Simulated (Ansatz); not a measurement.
Reaction (cleavage of the Si–Si bond): `CS[SiH](N)[SiH3]` + HCl → `CS[SiH](N)Cl` + SiH₄

Isolated molecules relaxed with PBE0-D4/def2-TZVP in Ansatz; ΔE leaves out vibrations. CBS: MP2 limit from def2 TZ/QZ plus the TZ coupled-cluster correction, frozen cores. This one scheme is used for every species. DFT in def2-TZVPP. B3LYP here is the variant with VWN-RPA as its local correlation; programs differ in this. Each species was taken in one conformer, which may not be the lowest.

Problem. Is it downhill or uphill in electronic energy at CCSD(T)/CBS, and by how much? (Estimate.)

Solution. The calculation gave: Downhill: ΔE = -111.7 kJ/mol.

Problem. What do these levels give: r2SCAN-D4, B3LYP-D4, ωB97X-V, B2PLYP, PBE0, B3LYP, HF/def2-TZVPP, SCS-MP2/def2-TZVPP, CCSD/def2-TZVPP, CCSD(T)/def2-TZVPP, MP2/def2-QZVPP, SCS-MP2/def2-QZVPP? (An estimate is asked.)

Solution. Computed: r2SCAN-D4 -111.2, B3LYP-D4 -110.4, ωB97X-V -112.6, B2PLYP -117.0, PBE0 -104.7, B3LYP -114.1, HF/def2-TZVPP -131.5, SCS-MP2/def2-TZVPP -120.4, CCSD/def2-TZVPP -111.8, CCSD(T)/def2-TZVPP -109.8, MP2/def2-QZVPP -121.0, SCS-MP2/def2-QZVPP -121.6 kJ/mol.

Largest T1 diagnostic among the species: 0.012.

In def2-TZVPP, CCSD(T) changes the Hartree–Fock value by +21.8 kJ/mol (the triples alone add +2.1 kJ/mol) and MP2 by +11.8 kJ/mol. The D4 term adds +3.7 kJ/mol with B3LYP and +2.5 kJ/mol with PBE0; it sums over pairs of atoms, weighted by their polarisabilities, and B3LYP, whose exchange is more repulsive, gets the larger term. From PBE to PBE0 (25 % exact exchange), in def2-TZVPP and without D4, ΔE moves by −5.9 kJ/mol.
